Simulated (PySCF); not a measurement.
## Polarisability and C₆ of Ge (germanium, neutral)

[Ar] 3d10 4s2 4p2, high-spin 3P determinant. Calculation: PySCF 2.14, in aug-cc-pVQZ-PP with ECP10MDF (7s6p5d3f2g, 89 functions); scalar relativity through the core potential. Coupled (time-dependent) response in atomic units; α is the mean over directions.

```tsv
method	mean α (bohr³)	α xx, yy, zz	C₆ (like pair)	S(−4)
UHF	41.29	33.24, 45.31, 45.31	361.4	663.5
PBE	46.37	35.23, 51.94, 51.94	404.8	1043
PBE0	43.54	33.89, 48.37, 48.37	378.3	841.1
```

S(−4) is the Cauchy moment in α(ω) = α(0) + S(−4) ω² + …

Reference α: 40 ± 1 bohr³ (recommended; Schwerdtfeger and Nagle, table of static dipole polarizabilities (2023 update)). Published C₆: 354.0 (Chu and Dalgarno (2004); Tang, Norbeck and Certain (1976)).

Spin-orbit coupling is absent.

α(iu) at PBE:

| u (hartree) | α(iu) (bohr³) |
| --- | --- |
| 0 | 46.37 |
| 0.0500 | 43.97 |
| 0.100 | 38.49 |
| 0.200 | 27.23 |
| 0.300 | 19.34 |
| 0.500 | 10.77 |
| 0.750 | 6.118 |
| 1.00 | 3.969 |
| 1.50 | 2.119 |
| 2.00 | 1.353 |
| 3.00 | 0.7136 |
| 5.00 | 0.3063 |

A single London oscillator, α(iu) = α/(1 + u²/ω²), gives C₆ = (3/4) ω α². Matching the computed C₆ needs ω = 4 × 404.8 / (3 × 46.37²) = 0.251 hartree.

The components differ because the open shell of this determinant is not spherical; for a pure term their mean is the scalar polarisability.

Energies and moments cover only the electrons outside the core potential.
